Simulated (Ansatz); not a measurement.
Program: Ansatz. Geometries: PBE0-D4/def2-TZVP. ΔE: electronic, gas phase. CCSD(T)/CBS is the MP2 limit (def2-TZVPP, def2-QZVPP) plus CCSD(T) − MP2 in def2-TZVPP, frozen cores. Each species was taken in one conformer, which may not be the lowest.

Reaction (substitution at a C–N bond): `C=C1[SiH2]N1C` + `NC(O)(O)F` → `COC(N)(O)F` + `C=C1N[SiH2]1`

| species | CCSD(T)/CBS(def2) energy (Eh) |
| --- | --- |
| `C=C1[SiH2]N1C` | -462.07878 |
| `NC(O)(O)F` | -345.31744 |
| `COC(N)(O)F` | -384.56041 |
| `C=C1N[SiH2]1` | -422.82427 |

(1) Work out ΔE.

Largest T1 diagnostic among the species: 0.014.

Answers

(1) ΔE = (-384.56041) + (-422.82427) − (-462.07878) − (-345.31744) = 0.01154 Eh = +7.2 kcal/mol.
